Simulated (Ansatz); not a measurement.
`[CH3][AlH][O][SiH2]O` and `O[SiH2][O][GeH2][OH]` differ in one atom or group.

Ansatz, PBE0-D4/def2-TZVP geometries, multiplicity 1. Each molecule was computed in one conformer, which needn't be the lowest.

Scalar relativity is left out up to krypton.

| property | `[CH3][AlH][O][SiH2]O` |
| --- | --- |
| LUMO energy (PBE0/def2-TZVPP) / eV | -0.68 |
| LUMO energy (PBE/def2-TZVPP) / eV | -1.46 |
| size of the dipole moment (PBE/def2-TZVPP) / D | 1.49 |
| HOMO energy (ωB97M-V/def2-TZVPP) / eV | -10.22 |
| HOMO–LUMO gap (PBE0/def2-TZVPP) / eV | 7.30 |
| size of the dipole moment (ωB97M-V/def2-TZVPP) / D | 1.54 |

Give the same properties after the change, and the shifts. (Estimate.)

The calculation gave: 
```tsv
property	`O[SiH2][O][GeH2][OH]`	shift
LUMO energy (PBE0/def2-TZVPP) / eV	0.39	1.07
LUMO energy (PBE/def2-TZVPP) / eV	-0.53	0.93
size of the dipole moment (PBE/def2-TZVPP) / D	2.10	0.61
HOMO energy (ωB97M-V/def2-TZVPP) / eV	-10.92	-0.70
HOMO–LUMO gap (PBE0/def2-TZVPP) / eV	9.02	1.72
size of the dipole moment (ωB97M-V/def2-TZVPP) / D	2.19	0.65
```

With PBE0 the HOMO falls by 0.64 eV and the LUMO rises by 1.07 eV, so the gap widens by about 1.71 eV. PBE moves the HOMO by -0.50 eV and ωB97M-V by -0.70 eV. Dipoles are sizes alone; their direction can turn.
